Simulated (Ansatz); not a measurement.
Species: H₂Se, charge 0, multiplicity 1. 
Structure (B3LYP-D3(BJ)/def2-TZVP (Ansatz, an electronic-structure program) minimum search):
```
Se
H 1 1.4704
H 1 1.4704 2 91.29
```

Quantity: atomisation energy (electronic, to ground-state atoms), in kcal/mol. Valence correlation only, unless marked. Open shells are spin-unrestricted. Spin-orbit coupling is left out. The frozen core is the preceding noble-gas configuration, with the filled d and f shells of earlier blocks. Non-relativistic. The coupled-cluster limit lacks core correlation, which all-electron functionals hold. Basis-set limits of correlation are two-point, X^-3; Hartree-Fock from the larger set (for Q and 5 zeta extrapolated as (X+1)exp(-9√X)).

| level | program | atomisation energy (kcal/mol) |
|---|---|---|
| r2SCAN-D3(BJ)/def2-TZVPD | Ansatz + dftd3 | 163.4 |
| PBE0/def2-SVP | Ansatz | 159.9 |
| SCS-MP2/cc-pVQZ | Ansatz | 160.8 |
| CCSDT/cc-pVDZ | Ansatz | 150.7 |
| CCSD(T)/CBS(cc-pVQZ,cc-pV5Z) | Ansatz | … |

Question: Some entries are withheld; supply them.

Answer: 
- CCSD(T)/CBS(cc-pVQZ,cc-pV5Z), atomisation energy (kcal/mol): 163.1
